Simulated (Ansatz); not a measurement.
The same ligand exchange along the group O, S, Se, Te.

Program: Ansatz. Geometries: PBE0-D4/def2-TZVP. ΔE: electronic, gas phase. CCSD(T)/CBS is the MP2 limit (def2-TZVPP, def2-QZVPP) plus CCSD(T) − MP2 in def2-TZVPP, frozen cores. This one scheme is used for every species. Functionals use def2-TZVPP. def2 core potentials past Kr. For Se, Te outer-core shells are correlated without core-valence functions, which leaves a few kJ/mol of doubt a bond. Scalar relativity is left out up to krypton. One conformer a species, not always the lowest.

```csv
reaction,CCSD(T)/CBS(def2) (kJ/mol)
`O[SiH2]CCl` + CH₃NH₂ → `CN[SiH2]CCl` + H₂O,?
`S[SiH2]CCl` + CH₃NH₂ → `CN[SiH2]CCl` + H₂S,6
`ClC[SiH2][SeH]` + CH₃NH₂ → `CN[SiH2]CCl` + H₂Se,13
`ClC[SiH2][TeH]` + CH₃NH₂ → `CN[SiH2]CCl` + H₂Te,13
```

Task: Fill in the missing values. (Estimate.)

Result: Ansatz gave: `O[SiH2]CCl` + CH₃NH₂ → `CN[SiH2]CCl` + H₂O: +38.4 kJ/mol.

Largest T1 diagnostic: 0.010, for `ClC[SiH2][TeH]`.
